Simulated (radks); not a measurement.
Tm I, 69 electrons, occupied as [Xe] 4f13 5d2 (not the ground configuration). All-electron calculation, Dirac Kohn-Sham, PBEsol, spin-unpolarised, spherical densities, point nucleus; open shells are shared between the two j in proportion to 2j + 1. Program: a radial shooting solver on a logarithmic mesh with Libxc functionals.

Normalised radial functions P(r) = r R(r) (large component), r in bohr:

r	5s1/2	5d5/2
0.0009994	0.0509	0.0000
0.001615	0.0733	0.0000
0.002631	0.1030	0.0000
0.004252	0.1362	0.0001
0.006871	0.1632	0.0003
0.0111	0.1604	0.0010
0.01809	0.0878	0.0037
0.02924	-0.0752	0.0118
0.04725	-0.2470	0.0331
0.07635	-0.1740	0.0728
0.1244	0.2451	0.1055
0.201	0.2899	0.0475
0.3249	-0.4215	-0.1116
0.525	-0.2687	-0.1399
0.8484	0.8485	0.0966
1.382	0.9099	0.3618
2.234	0.2809	0.4504
3.61	0.0245	0.4072
5.833	0.0004	0.3094
9.503	0.0000	0.1565
15.36	0.0000	0.0411

5s1/2: eigenvalue -52.775 eV, 4 radial nodes at r = 0.0241, 0.0958, 0.250, 0.591 bohr, <r> = 1.23 bohr, 90 % of the charge inside 1.79 bohr. 5d5/2: eigenvalue -0.823 eV, 2 radial nodes at r = 0.235, 0.724 bohr, <r> = 4.50 bohr, 90 % of the charge inside 8.13 bohr.
